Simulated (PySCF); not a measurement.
# Bond lengths and vibrations by method: Al2BCH3

All numbers below are calculated, not measured. They come from PySCF 2.14.0, an open-source quantum chemistry program, on an isolated molecule that a program drew, which may never have been made. The molecule is Al2BCH3 (charge 0, singlet), drawn as the SMILES string `B=[C]([Al])[AlH2]`.

The geometry was optimised and harmonic frequencies were computed with HF and MP2, all in the cc-pV(D+d)Z basis, for the commonest isotopes, with a restricted reference for singlets and an unrestricted one otherwise, and a frozen core in MP2. Each result is a local minimum of its method.

Geometry at the HF minimum:
```xyz
7
Al2BCH3, angstrom
B    -0.2907    2.1554    0.8352
C     0.2657    0.9552    1.1848
Al    2.1751    0.6392    1.5211
Al   -1.0360   -0.4485    1.3134
H    -0.7618    3.1923    0.5348
H    -2.5765   -0.2033    1.0473
H    -0.5501   -1.9050    1.7006
```

Lengths of the bonds as drawn, in Å (atoms numbered as above):
```
  bond     HF    MP2
 B1-C2  1.368  1.388
C2-Al3  1.964  1.972
C2-Al4  1.919  1.926
 B1-H5  1.178  1.188
Al4-H6  1.582  1.580
Al4-H7  1.583  1.584
```

Rotational constants, in GHz:
| constant | HF | MP2 |
|---|---|---|
| A | 7.806 | 7.593 |
| B | 3.009 | 3.042 |
| C | 2.172 | 2.172 |

Harmonic frequencies in cm^-1, each column in rising order, so a row needn't be the same motion in every method:
```
rank    HF   MP2
   1   115    84
   2   132    92
   3   145    94
   4   177   168
   5   454   445
   6   573     ?
   7   649   618
   8   732   707
   9   813   728
  10   860   819
  11   920   837
  12  1615  1539
  13  1965  1949
  14  1978  1964
  15  2924  2834
```

**Estimate the missing MP2 frequency from the HF column.**

A single factor s that minimises the squared misfit of MP2 against s times HF over the other rows is sum(HF x MP2) / sum(HF^2) = 0.9694, with an rms misfit of 34 cm^-1. For rank 6 it gives 0.9694 x 573 = 555 cm^-1. The calculation gives 546 cm^-1, 9 cm^-1 below the estimate. The drawn bonds are on average 0.5 % longer in MP2 than in HF.
